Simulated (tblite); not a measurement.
Species: C2H6FNSi (charge -1 and doublet state).
Cartesian coordinates in Å at the GFN2-xTB level; atoms count from 1:
```xyz
11
C2H6FNSi angstrom
C      2.128   -0.415    0.487
C      0.735   -0.533    0.601
Si    -0.508    0.656    0.022
N     -2.163    0.028    0.098
F     -0.315    1.013   -1.595
H      2.568    0.253   -0.238
H      2.793   -1.143    0.934
H      0.407   -1.236    1.373
H     -0.793    2.089    0.411
H     -2.211   -0.977    0.003
H     -2.635    0.269    0.957
```

All values are computed: GFN2-xTB (tblite) harmonic vibrations without scaling, gas phase. The method is semi-empirical: single wavenumbers can be off by several per cent or more. Modes of hydrogen on silicon can be 10 to 20 % off. One conformer, not necessarily the lowest. Open shells enter through the occupations alone, without spin polarisation, and single modes of such species can be off by tens of per cent.

Harmonic wavenumbers (cm⁻¹): 38.4, 113.0, 157.3, 211.7, 243.0, 335.5, 357.4, 387.7, 604.7, 641.7, 673.8, 743.0, 768.7, 800.9, 847.5, 900.4, 1008.7, 1247.3, 1382.3, 1490.6, 1599.0, 1754.6, 2880.9, 2998.8, 3040.3, 3441.4, 3466.1.

A = 6211, B = 2727, C = 2062 MHz; mass 91.025 u (most abundant isotopes); point group C1, symmetry number 1; spin multiplicity 2.

Problem. Zero-point energy?

Solution. Half the sum of the wavenumbers: 16067 cm⁻¹ = 45.94 kcal/mol.

Problem. Give the ideal-gas entropy at 273.15 K and 1 bar in the rigid-rotor, harmonic-oscillator model (classical rotation).

Solution. Translation 39.03, rotation 26.36, vibration 18.90, spin (R ln 2) 1.38: S = 85.7 cal/(mol K).

Problem. And Cp and H(273.15 K) − H(0)?

Solution. Cp = 27.41 cal/(mol K), of which vibrations give 19.46 (their classical limit is 27 R = 53.7); H(273.15 K) − H(0) = 4.90 kcal/mol without the zero-point energy, 2.73 from vibrations.

Problem. How do the functions run with temperature in this model?

Solution. 
```tsv
T (K)	S (cal/(mol K))	Cp (cal/(mol K))	H − H(0) (kcal/mol)	G − H(0) (kcal/mol)	ln q(vib)
100	64.8	15.5	1.15	-5.34	1.28
200	77.9	22.7	3.07	-12.51	3.12
300	88.3	29.0	5.66	-20.83	4.97
500	105.4	37.9	12.42	-40.27	8.51
800	125.0	45.5	25.04	-74.97	13.26
1000	135.5	48.9	34.50	-101.05	16.06
```

q(vib) and H(0) count from the zero-point level.

Problem. What must be added to the electronic energy to get the Gibbs energy at 273.15 K and 1 bar?

Solution. ZPE + [H(273.15 K) − H(0)] − T·S = 45.94 + 4.90 − 23.40 = 27.44 kcal/mol.

Hindered rotation and anharmonicity are outside this model. Other conformers, if any are populated, would add a mixing term that is left out. The structure is chiral; the term R ln 2 for an equal mix with its mirror image is left out.
